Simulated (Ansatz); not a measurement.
Basis-set extrapolation for C$_{7}$H$_{8}$Cl$_{2}$Si, SMILES `C[Si](Cl)(Cl)c1ccccc1` (PBE0-D4/def2-TZVP geometry, frozen core, Ansatz). Multiplicity 1, RHF reference.

```json
{"": "HF", "def2-TZVPP": "-1477.941265", "def2-QZVPP": "-1477.986681"}
{"": "MP2 correlation", "def2-TZVPP": "-1.611321", "def2-QZVPP": "-1.730941"}
{"": "CCSD(T) correlation", "def2-TZVPP": "-1.759630", "def2-QZVPP": "not run"}
```

Energies in hartree. Use E(X) = E(∞) + A·exp(−7.88·√X) for Hartree–Fock and E(X) = E(∞) + B·X^(−2.97) for correlation, with X = 3 and 4, and add CCSD(T) minus MP2 of the smaller set to the MP2 limit.

Q: What is the CCSD(T) energy at the basis-set limit?

A: HF limit: -1477.986681 + (-0.045416) × 0.13774 = -1477.99294. MP2 limit: -1.730941 + (-0.119620) × 0.74074 = -1.81955. Higher-order term: -1.759630 − (-1.611321) = -0.14831. Total: -1479.96080 hartree, 682.4 kJ/mol below CCSD(T)/def2-TZVPP.
